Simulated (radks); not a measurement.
Q: Excited configurations of Ba II: one electron is placed in a higher orbital outside [Xe]. The ground configuration is [Xe] 6s1. Method: scalar-relativistic Kohn-Sham, PBE, spin-polarised, spherical densities, finite nucleus; open shells are filled with parallel spins first (spin-orbit coupling, left out, can overturn this in heavy ions); Fermi nuclear charge, rms radius 4.8378 fm; computed with a radial shooting solver on a logarithmic mesh with Libxc functionals. Excitation = E - E(ground); binding = E(ion) - E, where the ion is the core of charge +2; n* = 2/sqrt(2 binding) in atomic units, and the quantum defect is n - n*.

outer orbital  excitation (eV)  binding (eV)     n*  quantum defect  eigenvalue (eV)  <r> (bohr)
4f                       4.831         5.306  3.203           0.797           -2.226       4.188
5d                       0.690         9.448  2.400           2.600           -6.166       3.243
5f                       6.581         3.557  3.912           1.088           -2.587       8.801
6d                       5.479         4.658  3.418           2.582           -3.569       7.856
6f                       7.738         2.400  4.762           1.238           -1.844       14.95
7s                       4.985         5.152  3.250           3.750           -4.131       8.417
7p                       5.947         4.191  3.604           3.396           -3.324       9.930

Estimate the row for 6p.

A: excitation (eV) 2.613; binding (eV) 7.524; n* 2.689; quantum defect 3.311; eigenvalue (eV) -5.809; <r> (bohr) 5.335. The Delta-SCF ionisation energy is 10.137 eV (NIST Atomic Spectra Database: 10.004 eV, measured). Self-interaction in the functional shifts the binding energies and quantum defects, so they are the method's values and not measured ones.
